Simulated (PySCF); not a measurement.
Dipole response of Tb⁴¹⁺ (terbium, charge +41)

[Ar] 3d6, high-spin 5D determinant. All numbers are calculated (PySCF 2.14, the spin-free X2C one-electron Hamiltonian (Gaussian nucleus), in an even-tempered Gaussian basis (18 s from 8 bohr⁻², ratio 2.5; 13 p from 10 bohr⁻², ratio 2.5; 8 d from 10 bohr⁻², ratio 2.5; 4 f from 41 bohr⁻², ratio 2.7; 3 g from 61 bohr⁻², ratio 2.7)). Coupled (time-dependent) response in atomic units; α is the mean over directions.

```json
{"method": "UHF", "mean α (bohr³)": "0.004589", "α xx, yy, zz": "0.004310, 0.004310, 0.005147", "C₆ (like pair)": "0.0005052", "S(−4)": "1.446e-05"}
```

S(−4) is the Cauchy moment in α(ω) = α(0) + S(−4) ω² + …

Spin-orbit coupling is absent.

α(iu) at UHF:

```tsv
u (hartree)	α(iu) (bohr³)
0	0.004589
3.00	0.004465
6.00	0.004151
12.0	0.003397
18.0	0.002824
24.0	0.002443
30.0	0.002178
45.0	0.001740
60.0	0.001437
90.0	0.001010
150	0.0005490
```

A single London oscillator, α(iu) = α/(1 + u²/ω²), gives C₆ = (3/4) ω α². Matching the computed C₆ needs ω = 4 × 0.0005052 / (3 × 0.004589²) = 32.0 hartree.

For an ion, C₆ is the dispersion term alone; charge-induced terms of lower order in 1/R come first.

The components differ because the open shell of this determinant is not spherical; for a pure term their mean is the scalar polarisability.

Spin-orbit coupling is strong in this species (close to jj coupling), so the high-spin LS determinant is a model state, not a physical level.
